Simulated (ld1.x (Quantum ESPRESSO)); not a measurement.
The numbers below are computed, except where a source is named.
## Potentials for lead compared

Generated with ld1.x 7.5 (TM, RRKJ, ultrasoft, PAW), atompaw 4.2 or ONCVPSP 4.0.1. The cutoff is in Ry: for ld1.x and atompaw files where the sum of valence levels is converged to 10 mRy in a Bessel basis, for ONCV files where the hardest occupied wave has 1 mHa per electron of residual kinetic energy. The error is the largest all-electron minus pseudo excitation energy over each file’s own four to seven test configurations (ionisations up to +4, promotions, holes and added fractions of an electron), all of which were solved. The labels leave out finer settings (local radius, basis sizes, second energies), which also bear on the numbers. Spin-polarised tests are not counted. The rows are a selection from randomly drawn settings: files with unsolved tests, undetermined cutoffs or missed reference levels are left out.

A true bound ghost makes a file unfit for plane-wave use even where its test errors are small: the radial tests pick states by their node count and pass the ghost by.

```tsv
potential	cutoff (Ry)	largest error (meV)	bound ghosts
TM, LDA (PZ), fully relativistic, rc 1.60/2.40 (sp), local smoothed, core correction no, reference 6s2 6p2	45	+337	none
ultrasoft, PBE, scalar-relativistic, rc 1.85/2.25/1.40 (spd), local smoothed, core correction no, reference 5d10 6s2 6p2	55	+84	s, p
TM, PBE, scalar-relativistic, rc 1.80/2.20/2.10 (spd), local d, core correction no, reference 5d10 6s2 6p2	50	+54	s, p
TM semilocal, PBEsol, scalar-relativistic, rc 2.05/2.70/1.80 (spd), local p, core correction yes, reference 5d10 6s2 6p2	55	-115	none
TM semilocal, PBE, non-relativistic, rc 2.15/2.95/3.00 (spd), local s, core correction no, reference 6s2 6p1.5	18	+176	none
```

(1) Fill in the row for Pb: TM, PBEsol, scalar-relativistic, rc 1.45/2.65/1.60/2.85 (spdf), local s, core correction yes, reference 5d10 6s2 6p2.

(2) Fill in the row for Pb: TM, BP86, scalar-relativistic, rc 1.60/2.25 (sp), local smoothed, core correction no, reference 6s2 6p2.

Results:

(1) cutoff 90 Ry, largest error -107 meV, bound ghosts: none.

(2) cutoff 45 Ry, largest error +129 meV, bound ghosts: d.
